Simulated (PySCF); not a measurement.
## ¹⁹F chemical shifts

[PySCF: geometry: GFN2-xTB; shieldings: GIAO PBE0/pcSseg-1; in vacuum; non-relativistic Hamiltonian; averaged over atoms made equivalent by symmetry, fast rotation or ring inversion; one conformer]

Shieldings were converted by a linear fit to measured shifts: ¹⁹F: δ = 146.13 − 0.903σ +14.6 on sp3 carbon (rms 6.0 ppm, 223 shifts, 7.0 ppm with the 5 outliers that the fit left out vs CFCl3, solution or neat liquid). Occasional misses reach two or three times the rms, and more in compound classes unlike the fitted ones.

Q: Give the ¹⁹F shifts of `Fc1ccpcn1`.

A: 
```
 compound    environment  δ (ppm)
Fc1ccpcn1  aryl fluorine    -56.6
```

Q: Order these by ¹⁹F shift, lowest first.
A. C[SiH2][Si@@H](P)C(F)(F)F
B. COC[C@H](C)/C(=C/F)SC
C. FCC[Si@H]([SiH3])C[SiH3]
D. C[C@H](O)C(=O)OCCC(F)(F)F

A: C (-210.6 ppm, fluorine on an sp3 carbon), B (-145.3 ppm, vinylic fluorine), D (-69.6 ppm, fluorine of a CF3 group), A (-53.5 ppm, fluorine of a CF3 group).
